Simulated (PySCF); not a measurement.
# Working out the ionisation energy of Zn⁺

Zn⁺ [Ar] 3d10 4s1 (2S) → Zn²⁺ [Ar] 3d10 (1S). Calculation: PySCF 2.14, in def2-SVP; no relativity, point nucleus. Frozen: [Ar]. Energies in hartree (1 hartree = 27.21139 eV):

```tsv
part	Zn⁺ (lower)	Zn²⁺ (upper)
UHF	-1777.285125	-1776.681259
CCSD correlation	-0.239125	-0.227240
(T)	-0.006127	-0.005334
```

Q: What does Hartree-Fock give?

A: (-1776.681259) − (-1777.285125) = 0.603866 hartree = 16.432 eV.

Q: What do CCSD and CCSD(T) give?

A: The CCSD correlation energies differ by 0.011885 hartree = 0.323 eV and the triples by 0.000793 hartree = 0.022 eV, so CCSD gives 16.755 eV and CCSD(T) 16.777 eV.

Measured between the centres of the two terms (NIST): 17.964 eV, so CCSD(T) (valence) is off by -1.187 eV.

The calculation is non-relativistic.

A double-zeta basis recovers only part of the correlation energy.

What remains against the reference includes basis incompleteness, the frozen core and higher excitations.
